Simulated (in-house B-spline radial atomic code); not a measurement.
Configurations of the lanthanum ion La⁷⁺, with energies counted from [Kr] 4d10 5s2 (5p1/2)2. Level of theory: Dirac-Hartree-Fock, average of each configuration as written, Fermi nucleus of rms radius 4.855 fm; calculated with a radial B-spline atomic code at the basis-set limit. Energies include first-order Breit, QED and recoil terms.

Occupations are held fixed; configurations that lie above the ionisation limit could autoionise.

```csv
configuration,E - E(ref) (eV),highest orbital,its <r> (bohr)
[Kr] 4d10 5s2 (5p3/2)2,6.0537,5p3/2,1.615
[Kr] 4d10 5s2 (5p1/2)1 (6p3/2)1,50.646,6p3/2,3.014
[Kr] 4d10 5s2 (5p1/2)1 (6f7/2)1,73.043,6f7/2,4.512
[Kr] 4d10 5s1 (5p1/2)1 (5p3/2)1 (6d5/2)1,81.279,6d5/2,3.52
[Kr] 4d10 5s1 (5p3/2)2 (7p1/2)1,93.372,7p1/2,4.654
[Kr] (4d3/2)3 (4d5/2)6 5s2 (5p3/2)2 (7d5/2)1,180.68,7d5/2,5.372
[Kr] (4d3/2)4 (4d5/2)5 5s2 (5p1/2)2 9s1,180.75,9s1/2,8.666
[Ar] (3d3/2)3 (3d5/2)6 4s2 4p6 4d10 5s2 (5p3/2)2 (5f5/2)1,911.69,5f5/2,2.573
```

Order these further configurations by energy, lowest first.
A. [Ar] (3d3/2)4 (3d5/2)5 4s2 4p6 4d10 5s2 (5p1/2)2 (6p1/2)1
B. [Ar] 3d10 4s2 (4p1/2)1 (4p3/2)4 4d10 5s2 (5p1/2)2 (5p3/2)1
C. [Ar] (3d3/2)4 (3d5/2)5 4s2 4p6 4d10 5s2 (5p3/2)2 (7g9/2)1
D. [Kr] 4d10 5s2 (5p1/2)1 (8p3/2)1
E. [Kr] 4d10 5s1 (5p1/2)1 (5p3/2)1 (9g9/2)1

D (80.505 eV), E (113.27 eV), B (218.04 eV), A (881.03 eV), C (925.92 eV).

How far above the reference does [Kr] (4d3/2)4 (4d5/2)5 5s2 (5p3/2)2 (9d3/2)1 lie?

191.25 eV; its least bound orbital is 9d3/2 with <r> = 10.26 bohr.

How far above the reference does [Kr] 4d10 5s2 (5p1/2)1 (5p3/2)1 lie?

2.4635 eV; its least bound orbital is 5p3/2 with <r> = 1.616 bohr.

How far above the reference does [Kr] 4d10 5s1 (5p3/2)2 (7g9/2)1 lie?

109.82 eV; its least bound orbital is 7g9/2 with <r> = 7.685 bohr.
